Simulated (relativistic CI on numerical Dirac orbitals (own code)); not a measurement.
**Ni4+ in a cubic cluster: 3s photoemission with charge transfer**

Computed with a charge-transfer multiplet model of a cubic metal-ligand cluster with up to 3 ligand holes, Slater and spin-orbit integrals from Dirac-Coulomb-Breit ions, Slater integrals scaled by 0.9. The ground state mixes d6 with configurations of k ligand holes L, whose averages lie at kΔ + k(k − 1)U_dd/2; a core hole lowers each added d electron by U_cd. 20 K, Lorentzian 1.4 eV and Gaussian 0.8 eV FWHM.

Atomic integrals in eV (Slater integrals scaled, ζ unscaled), ground: F2dd 12.773, F4dd 8.015, zeta_d 0.099; with the core hole: F2dd 13.598, F4dd 8.570, zeta_d 0.110, G2cd 13.110.

Cluster parameters (eV): Δ = 0.7, U_cd = 6.8, 10Dq = 1.75, 10Dq(ligand) = 1, V(eg) = 3, V(t2g) = -1.58, final-state hopping factor = 1.

Weights, n_d and S are thermal averages at 20 K. Binding energies count from the first peak over 30 % of the highest in each spectrum, which can be another peak from case to case. The parameters are a model scan and need not match a compound or its usual spin state. Peaks in eV (height, largest 100): 0.0 (100), 7.4 (27), 10.1 (27), 16.0 (9).

Which parameters give this spectrum?
A. U_dd = 6.7 eV
B. U_dd = 7.4 eV
C. U_dd = 6 eV
D. U_dd = 3.9 eV
E. U_dd = 5.3 eV

D. U_dd = 3.9 eV; the ground state then has 6.98 d electrons and S = 0.03. The choice follows from running the model for each set and comparing peak positions and heights. Without intra-shell correlation the exchange splitting of the 3s hole comes out too large.
